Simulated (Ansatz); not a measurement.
A geometry relaxed with CAM-B3LYP-D3(BJ)/def2-TZVP (Ansatz, a quantum-chemistry and plane-wave program), charge 0, multiplicity 1:

```xyz
8

B      1.9307     0.0606     0.0953
C     -1.9255    -0.0602    -0.2779
H     -2.5372     0.7169     0.1542
C     -0.6269    -0.0193    -0.1522
H      2.5758    -0.8106    -0.3933
H      2.4163     0.9661     0.6937
H     -2.3935    -0.8718    -0.8136
N      0.5603     0.0184    -0.0372
```

Write the SMILES of this molecule.

`BN=C=C`
